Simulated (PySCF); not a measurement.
Zn(H)(GeH3) (GeH4Zn), SMILES [ZnH][GeH3]. Geometry optimised at B3LYP-D3(BJ)/def2-TZVP.

Computed with PySCF 2.14.0 with B3LYP-D3(BJ)/def2-TZVP.

Harmonic wavenumbers (cm⁻¹): 246, 331, 331, 467, 467, 797, 889, 889, 1840, 2092, 2098, 2098. Rotational constants (GHz): 82.09, 2.286, 2.286; symmetry number 3.

Question: Work out the zero-point energy and the ideal-gas rigid-rotor harmonic-oscillator thermochemistry at 298.15 K and 1 atm.

Answer: ZPE = ½ Σ hcν = ½ × 12544 cm⁻¹ = 17.93 kcal/mol. H − E(el) = 21.53 kcal/mol. Entropy in cal/(mol K): translation 40.76, rotation 21.95, vibration 6.27, total 68.98. G − E(el) = 0.96 kcal/mol. Cp = 17.32 cal/(mol K).
